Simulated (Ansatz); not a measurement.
C5H7O, SMILES C1C[CH]CC1=O, multiplicity 2.

Coordinates come from a B3LYP-D3(BJ)/def2-SVP optimisation. The isomer is the one that the SMILES or the coordinates give; other isomers of the formula were not compared. Other conformers were not sampled.

Two levels are set side by side: PBE/def2-SVPD (Ansatz, a program for electronic structure) and ωB97X-V/def2-SVPD (Ansatz). Energy differences of separate SCF runs at the same geometry; the states with an electron removed or added have multiplicity 1 and 1. Differences are taken from unrounded values.

| quantity | ωB97X-V |
|---|---|
| vertical ionisation energy (eV) | 8.04 |

### Question
What does PBE give, and how far is it from ωB97X-V? (Estimate from the structure and the level; the computed values follow.)

### Answer

```
quantity                          PBE  PBE minus ωB97X-V
-------------------------------  ----  -----------------
vertical ionisation energy (eV)  7.86              -0.18
```
